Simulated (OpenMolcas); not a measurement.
## Ru3+: ligand-field states by method

Ru3+ with 6 ligands (fluoride) in octahedral coordination (Oh) at 1.99 Å. A charge of +0.5 e stands 2.6 Å behind each ligand. Ligand basis ANO-RCC-VDZP.
```
Ru    0.0000    0.0000    0.0000
F     1.9900    0.0000    0.0000
F     0.0000    1.9900    0.0000
F    -1.9900    0.0000    0.0000
F     0.0000   -1.9900    0.0000
F     0.0000    0.0000    1.9900
F     0.0000    0.0000   -1.9900
```

```yaml
Program: OpenMolcas 26.06
Basis: ANO-RCC-VDZP [6s5p3d1f]
Scalar_Hamiltonian: DKH2, point nucleus
Active_space: 5 electrons in 5 orbitals (4d)
State_averaging: 2S+1 = 6 even, 1 root; 2S+1 = 4 even, 24 roots; 2S+1 = 2 even, 75 roots
Spin-orbit_coupling: RASSI with atomic mean-field integrals over the reference wave functions
```

I. CASSCF
II. SS-CASPT2, IPEA 0.25 Eh, imaginary shift 0.1 Eh (closed shells correlated: 4s 4p and the ligand valence shells)
III. SS-CASPT2, IPEA 0 Eh, imaginary shift 0.1 Eh (closed shells correlated: 4s 4p and the ligand valence shells)

Spin-free states (labels of O, the rotations of Oh) in cm-1, each column counted from its own energy of the first state listed:

```csv
State,Degeneracy,I,II,III
2T2,3,0,0,0
6A1,1,1677,10370,6940
4T1,3,6818,10090,8100
4T2,3,12586,14680,12570
2T1,3,18089,19040,17040
2A2,1,18252,18300,14940
2T2,3,20409,20920,18760
2E,2,22234,21880,18840
4A1,1,25607,29740,25660
4E,2,26086,29790,25890
2T1,3,27414,26190,23750
4T2,3,28938,31840,28080
2T2,3,29772,28090,25460
4E,2,31598,33720,29660
2A1,1,31822,30010,25950
2E,2,34812,34290,30140
2A1,1,37230,38310,33880
2T2,3,38522,39590,35090
4T1,3,39444,41110,37410
4A2,1,41625,41440,37400
```

From I to II, I's first state of the same spin (2T1) moves from 18089 to 19040 cm-1, by about +950 cm-1. In II another state of that kind comes below it.

From I to II, I's first state of another spin (6A1) moves from 1677 to 10370 cm-1, by about +8700 cm-1. In II another state of that kind comes below it.

I: A least-squares ligand-field fit to the states below 45000 cm-1, each weighted by its degeneracy and with a free common offset, gives 10Dq = 21934 cm-1, B = 790 cm-1 and C = 3229 cm-1 (C/B = 4.09), with an rms deviation of 235 cm-1. The same method and metal basis give the free ion B = 902 cm-1 (fit to its terms below 60000 cm-1, rms deviation 29 cm-1), so the nephelauxetic ratio is β = 790 / 902 = 0.88; it hangs on how both fits weigh the states, and computed free-ion B values tend to be too large, so β mixes covalency with correlation.

II: A least-squares ligand-field fit to the states below 45000 cm-1, each weighted by its degeneracy and with a free common offset, gives 10Dq = 22033 cm-1, B = 609 cm-1 and C = 2558 cm-1 (C/B = 4.20), with an rms deviation of 341 cm-1. The same method and metal basis give the free ion B = 763 cm-1 (fit to its terms below 60000 cm-1, rms deviation 718 cm-1), so the nephelauxetic ratio is β = 609 / 763 = 0.80; it hangs on how both fits weigh the states, and computed free-ion B values tend to be too large, so β mixes covalency with correlation.

III: A least-squares ligand-field fit to the states below 45000 cm-1, each weighted by its degeneracy and with a free common offset, gives 10Dq = 19990 cm-1, B = 593 cm-1 and C = 2445 cm-1 (C/B = 4.12), with an rms deviation of 584 cm-1. 

From I to II, 10Dq changes by 0 %, B by -23 % and C by -21 %.

χT at 300 K: I 0.66, II 0.64, III 0.65 cm3 K/mol.

Roots that are degenerate in the reference are averaged as groups; the widest CASPT2 spread within a group is 270 cm-1 (the 3-fold group of multiplicity 2 near 43700 cm-1 above the lowest state of its run, II). Shifts and gaps below about the spread of the groups concerned are not significant. Over all roots computed the reference weight is 0.70 to 0.71 in II, 0.68 to 0.70 in III; a low but even weight reflects the number of correlated electrons. An orbital triplet at a regular site is open to Jahn-Teller coupling, which can distort the site and quench the lowest spin-orbit gaps and is left out. This shell can be high or low spin here, a state of another spin lies low, and with metal d orbitals alone active their balance is uncertain, so the ground spin may be wrong, although the usual error favours high spin. The least metal-like active orbital is 82 % on the metal (Löwdin) and no ligand orbital is active, so the numbers are rough. Ligand-to-metal charge-transfer states are missing. With no ligand orbital active B as a rule stays too high, so bands that hang on it stand too high and its fall with covalency is understated. Without dynamic correlation the repulsion within the d shell is too large (B by tens of per cent), so at a given field states of lower spin stand too high (holds for I). With metal d orbitals alone the field can be off either way by tens of per cent (holds for I). With one d shell and no ligand orbital active, 10Dq can be off by a tenth or more (holds for II; III). No measured value stands beside these numbers; the geometry was imposed, not optimised, and the real ion may take another.
